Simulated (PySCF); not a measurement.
hydrogen telluride (H2Te), SMILES [TeH2].

Geometry: PBE-D3(BJ)/def2-TZVPD. The def2 effective core potentials stand for the cores of Te; spin–orbit coupling is left out.

Two levels are set side by side: PBE/def2-TZVPD (PySCF) and ωB97X/def2-TZVPD (PySCF). Same geometry, gas phase. Differences are taken from unrounded values.

```
quantity                     ωB97X
---------------------------  -----
orbital gap (eV)              9.89
highest occupied level (eV)  -8.76
lowest empty level (eV)       1.12
dipole moment (D)             0.12
mean polarisability (bohr³)   44.4
```

Question: What does PBE give, and how far is it from ωB97X? (The exact figures need the calculation; the answer reports its results.)

Answer: 
```
quantity                       PBE  PBE minus ωB97X
---------------------------  -----  ---------------
orbital gap (eV)              3.87            -6.02
highest occupied level (eV)  -5.54             3.23
lowest empty level (eV)      -1.67            -2.79
dipole moment (D)             0.09            -0.03
mean polarisability (bohr³)   45.8              1.4
```

PBE's occupied levels lie high since its potential decays too fast outside the molecule; exact exchange lowers them and widens the gap. Loosely held outer electrons make PBE densities more polarisable. Differences between two approximate levels are no errors against the true value.

Rough cost on one machine, each run with all the roots and properties that it gave: ωB97X against PBE within a factor of 2.
